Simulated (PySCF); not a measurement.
C6H11Al, SMILES C([CH2][AlH][CH2]C=C)=C, GFN2-xTB optimised geometry.

```
18

Al    -0.40     1.28     0.00
C     -1.56    -0.37     0.00
C     -1.03    -1.30    -1.04
C     -0.28    -2.37    -0.80
H     -2.59    -0.08    -0.24
H     -1.58    -0.88     0.97
H     -1.27    -1.04    -2.07
H     -0.02    -2.65     0.21
H      0.09    -2.99    -1.59
C      1.62     1.28     0.00
C      2.07     0.31     1.04
C      2.51    -0.92     0.80
H      1.98     2.28     0.24
H      2.04     1.00    -0.97
H      2.00     0.65     2.07
H      2.59    -1.30    -0.21
H      2.81    -1.58     1.59
H     -1.11     2.65     0.00
```

Density from B3LYP/def2-SVP (PySCF 2.14.0) at that geometry.

Minimum of the electron density along straight lines between bonded atoms, close to the bond critical point (lines longer than 1.1 times the sum of covalent radii, or with two minima, are not listed):

```csv
bond,length / Å,ρ at the minimum / e bohr⁻³,∇²ρ there / e bohr⁻⁵,position (fraction from the first atom)
Al1–C2,2.012,0.077,0.28,0.40
C2–C3,1.492,0.256,-0.59,0.49
C3–C4,1.325,0.346,-0.94,0.51
C2–H5,1.099,0.265,-0.91,0.62
C2–H6,1.098,0.266,-0.92,0.62
C3–H7,1.086,0.280,-1.04,0.62
C4–H8,1.078,0.282,-1.07,0.63
C4–H9,1.077,0.282,-1.07,0.63
Al1–C10,2.012,0.077,0.28,0.40
C10–C11,1.492,0.256,-0.59,0.49
C11–C12,1.325,0.346,-0.94,0.51
C10–H13,1.099,0.265,-0.91,0.62
C10–H14,1.098,0.266,-0.92,0.62
C11–H15,1.086,0.280,-1.04,0.62
C12–H16,1.078,0.282,-1.07,0.63
C12–H17,1.077,0.282,-1.07,0.63
Al1–H18,1.551,(withheld),(withheld),0.50
```

Question: Complete the blanks.

Answer: 
- Al1–H18, ρ at the minimum / e bohr⁻³: 0.083
- Al1–H18, ∇²ρ there / e bohr⁻⁵: 0.30
